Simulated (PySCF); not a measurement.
Se(F)(OMe) (CH₃FOSe), SMILES CO[Se]F.

The structure is a stationary point at PBE0-D3(BJ)/def2-SVP. The values are those of a single conformer.

These are PBE0-D3(BJ)/def2-SVP (PySCF) values and carry that method's errors.

Frequencies are harmonic and unscaled.

Question: List the normal modes with their intensities. (Estimate from the structure and the level; the computed values follow.)

Answer: 
```csv
mode,ν (cm⁻¹),IR (km/mol),moving atoms (share of kinetic energy)
1,112,0.5,H 90 %
2,120,6.0,"F 42 %, C 25 %, H 20 %"
3,282,11.9,"O 51 %, F 23 %, H 11 %"
4,337,2.4,"O 28 %, C 28 %, H 19 %, Se 19 %"
5,650,78.7,"O 39 %, F 32 %, Se 21 %"
6,675,32.0,"F 48 %, O 27 %, Se 17 %"
7,1086,122.1,"O 51 %, C 43 %"
8,1166,3.3,"H 76 %, C 19 %"
9,1183,3.3,"H 71 %, C 21 %"
10,1442,4.9,"H 91 %, C 8 %"
11,1455,10.6,H 94 %
12,1477,10.6,H 96 %
13,3041,39.2,H 97 %
14,3142,17.7,"H 90 %, C 10 %"
15,3170,8.2,"H 90 %, C 10 %"
```
